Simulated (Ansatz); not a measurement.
`[CH3][Al]([F])[BH]O`, relaxed with RKS PBE-D4/def2-SVP in Ansatz from a rough embedded geometry. The force threshold is 0.03 eV/Å; the program also tests the step.

Total charge 0; spin multiplicity 1.

Start:

```xyz
10

C     0.369   -0.065    1.977
Al   -0.467    0.447    0.199
F    -1.947    1.451    0.187
B     0.286   -0.164   -1.571
O    -0.272    0.241   -2.856
H    -0.198    0.333    2.749
H     0.402   -1.185    2.003
H     1.383    0.328    1.946
H     1.345   -0.853   -1.591
H    -0.900   -0.534   -3.043
```

| step | energy (eV) | largest force (eV/Å) | largest move (Å) |
| --- | --- | --- | --- |
| 1 | -13138.8020 | 3.069 | 0.000 |
| 2 | -13139.2652 | 1.454 | 0.122 |
| 3 | -13139.4753 | 1.204 | 0.195 |
| 4 | -13139.7764 | 1.339 | 0.196 |
| 5 | -13140.0066 | 0.924 | 0.200 |
| 6 | -13140.0735 | 2.304 | 0.193 |
| 7 | -13140.1820 | 0.105 | 0.123 |
| 8 | -13140.1851 | 0.108 | 0.055 |
| 9 | -13140.1859 | 0.093 | 0.049 |
| 10 | -13140.1866 | 0.041 | 0.013 |
| 11 | -13140.1867 | 0.009 | 0.009 |

End:

```xyz
10

C     0.374    0.010    2.004
Al   -0.532    0.378    0.302
F    -1.943    1.310    0.401
B     0.104   -0.306   -1.642
O    -0.567    0.140   -2.739
H    -0.127    0.487    2.871
H     0.420   -1.084    2.197
H     1.428    0.363    1.981
H     1.050   -1.079   -1.800
H    -0.209   -0.220   -3.574
```

It took 9 s on 4 threads of a server CPU on a shared host, with 0.19 GiB of host memory at the peak.
